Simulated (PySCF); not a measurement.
**How the method changes the constants of HgO**

State: ³Π (triplet), unpaired electrons σ ↑, π ↑. Set-up: PySCF, scalar-relativistic core potentials, basis sets Hg def2-TZVPP with ECP60, O def2-TZVPP. De refers to Hg + O in their high-spin ground configurations, without counterpoise correction. The functionals are run spin-unrestricted. A positive dipole means Hg(−)O(+).

```
    Level  Re (Å)  ωe (cm⁻¹)  De (eV)  μ (D)
      PBE   2.184        308     0.66  -1.93
   revPBE   2.221        278    0.482  -1.95
   r²SCAN   2.148        338     0.62  -1.90
    M06-L   2.248        257    0.423  -1.99
     PBE0   2.184        290    0.373  -1.97
      M06   2.354        167    0.231  -1.72
BHandHLYP   2.297        166    0.089  -1.70
    ωB97X   2.197        281    0.325  -2.11
```

**Question.** What does a quarter of exact exchange do here, going from PBE to PBE0?

**Answer.** PBE0 less PBE: +0.0 pm in Re, -5.8 % in ωe, -0.29 eV in De. Exact exchange removes part of the self-interaction that spreads semilocal densities, and in most molecules shortens and stiffens the bond and lowers De; here ωe goes the other way.

**Question.** What does the step from GGA to meta-GGA do here, going from PBE to r²SCAN?

**Answer.** r²SCAN less PBE: -3.6 pm in Re, +9.7 % in ωe, -0.04 eV in De. 

Spin–orbit coupling is left out, which matters for elements this heavy, above all for dissociation energies. The state is the lowest determinant that a PBE0 search found; another state may lie lower at other levels.

The whole job (state search and all levels along the bond) took about 5.3 min on 1 thread of Arm Neoverse V2 (shared host), peak memory 2.5 GiB.
